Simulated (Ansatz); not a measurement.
`C[CH]([AlH2])[SiH2]F` and `C[CH]([AlH2])[GeH3]` differ in one atom or group.

Ansatz, PBE0-D4/def2-TZVP geometries, multiplicity 1. Each molecule was computed in one conformer, which needn't be the lowest.

Scalar relativity is left out up to krypton.

| property | `C[CH]([AlH2])[SiH2]F` |
| --- | --- |
| HOMO energy (PBE/def2-TZVPP) / eV | -6.11 |
| LUMO energy (PBE/def2-TZVPP) / eV | -1.75 |
| HOMO–LUMO gap (ωB97M-V/def2-TZVPP) / eV | 10.13 |
| HOMO energy (ωB97M-V/def2-TZVPP) / eV | -9.41 |
| HOMO–LUMO gap (B3LYP/def2-TZVPP) / eV | 5.93 |
| size of the dipole moment (PBE/def2-TZVPP) / D | 2.35 |

Task: Give the same properties after the change, and the shifts. (Estimate.)

Result: Computed: 
```tsv
property	`C[CH]([AlH2])[GeH3]`	shift
HOMO energy (PBE/def2-TZVPP) / eV	-6.31	-0.20
LUMO energy (PBE/def2-TZVPP) / eV	-2.23	-0.48
HOMO–LUMO gap (ωB97M-V/def2-TZVPP) / eV	9.73	-0.40
HOMO energy (ωB97M-V/def2-TZVPP) / eV	-9.63	-0.22
HOMO–LUMO gap (B3LYP/def2-TZVPP) / eV	5.60	-0.33
size of the dipole moment (PBE/def2-TZVPP) / D	1.08	-1.27
```

With PBE0 the HOMO falls by 0.22 eV and the LUMO falls by 0.55 eV, so the gap narrows by about 0.33 eV. PBE moves the HOMO by -0.20 eV and ωB97M-V by -0.22 eV. Dipoles are sizes alone; their direction can turn.

B3LYP here is the variant with VWN-RPA as its local correlation; programs differ in this.
